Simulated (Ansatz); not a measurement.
Consider the redistribution: `CC#[C][GeH2][NH2]` + `N[CH2][GeH3]` → `N[CH2][GeH2][NH2]` + `CC#[C][GeH3]`.

Computed with Ansatz on PBE0-D4/def2-TZVP structures; ΔE is electronic, products minus reactants. CBS: MP2 limit from def2 TZ/QZ plus the TZ coupled-cluster correction, frozen cores. DFT in def2-TZVPP. B3LYP here is the variant with VWN-RPA as its local correlation; programs differ in this. For Ge outer-core shells are correlated without core-valence functions, which leaves a few kJ/mol of doubt a bond. Scalar relativity is left out up to krypton. One conformer a species, not always the lowest.

```tsv
level	ΔE (kJ/mol)	difference from CCSD(T)/CBS
r2SCAN-D4	4.2	1.1
PBE0-D4	3.9	0.8
ωB97X-V	3.4	0.3
B2PLYP	3.8	0.7
r2SCAN	4.3	1.2
B3LYP	3.7	0.6
CCSD(T)/def2-TZVPP	4.0	0.9
MP2/def2-QZVPP	3.5	0.4
SCS-MP2/def2-QZVPP	3.3	0.2
HF/CBS(def2)	3.4	0.3
CCSD(T)/CBS	3.1	0
```

Largest T1 diagnostic among the species: 0.012.
